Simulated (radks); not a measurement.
The numbers below are computed, except where a source is named.
In, 49 electrons, occupied as [Kr] 4d10 5s2 5p1. Level of theory: Dirac Kohn-Sham, PBE, spin-unpolarised, spherical densities, finite nucleus; open shells fill j = l - 1/2 first; Fermi nuclear charge, rms radius 4.6156 fm (a radial shooting solver on a logarithmic mesh with Libxc functionals). Some entries of the table are withheld. Estimate them.

| orbital | occ. | eigenvalue (eV) | <1/r> (bohr^-1) |
|---|---|---|---|
| 1s1/2 | 2 | -27734.98 | 51.86 |
| 2s1/2 | 2 | -4151.460 | 12.00 |
| 2p1/2 | 2 | -3871.507 | 11.98 |
| 2p3/2 | 4 | -3660.633 | 11.19 |
| 3s1/2 | 2 | -787.6854 | 4.227 |
| 3p1/2 | 2 | -674.6989 | 4.135 |
| 3p3/2 | 4 | -636.6092 | 3.942 |
| 3d3/2 | 4 | -436.7846 | 3.785 |
| 3d5/2 | 6 | -428.9810 | 3.735 |
| 4s1/2 | 2 | -119.4023 | 1.643 |
| 4p1/2 | 2 | (1) | 1.523 |
| 4p3/2 | 4 | (2) | 1.461 |
| 4d3/2 | 4 | -18.9683 | 1.147 |
| 4d5/2 | 6 | -18.1093 | 1.130 |
| 5s1/2 | 2 | -8.0945 | (3) |
| 5p1/2 | 1 | -2.6409 | 0.3548 |
| 5p3/2 | 0 | -2.3460 | 0.3361 |

Answer. 
(1) 4p1/2 eigenvalue (eV): -82.5120
(2) 4p3/2 eigenvalue (eV): -75.8641
(3) 5s1/2 <1/r> (bohr^-1): 0.4929
